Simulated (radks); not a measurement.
Results of a calculation; reference values are marked as such.
Species: Pt V. Configuration: [Xe] 4f14 5d6 (the NIST ground configuration). Level of theory: Dirac Kohn-Sham, PBE, spin-unpolarised, spherical densities, point nucleus; open shells are shared between the two j in proportion to 2j + 1 (a radial shooting solver on a logarithmic mesh with Libxc functionals). Some entries of the table are withheld. Estimate them.

orbital  occ.  eigenvalue (hartree)  <1/r> (bohr^-1)
1s1/2       2             -2879.910            94.03
2s1/2       2             -507.0864            23.06
2p1/2       2             -486.0157              (1)
2p3/2       4             -422.4674              (2)
3s1/2       2             -120.5469              (3)
3p1/2       2             -111.1065            8.373
3p3/2       4             -97.13623            7.295
3d3/2       4             -81.45074            7.192
3d5/2       6             -78.44019            6.945
4s1/2       2             -27.38650            3.575
4p1/2       2                   (4)            3.464
4p3/2       4                   (5)            3.090
4d3/2       4                   (6)            2.885
4d5/2       6                   (7)            2.798
5s1/2       2              -5.59493            1.443
4f5/2       6              -4.52675            2.410
4f7/2       8              -4.39957            2.376
5p1/2       2              -4.30618            1.321
5p3/2       4              -3.73870            1.190
5d3/2     2.4              -1.97552           0.9207
5d5/2     3.6              -1.90988           0.8933

Answer. 
(1) 2p1/2 <1/r> (bohr^-1): 23.00
(2) 2p3/2 <1/r> (bohr^-1): 18.86
(3) 3s1/2 <1/r> (bohr^-1): 8.463
(4) 4p1/2 eigenvalue (hartree): -23.38352
(5) 4p3/2 eigenvalue (hartree): -20.05633
(6) 4d3/2 eigenvalue (hartree): -13.50917
(7) 4d5/2 eigenvalue (hartree): -12.89047
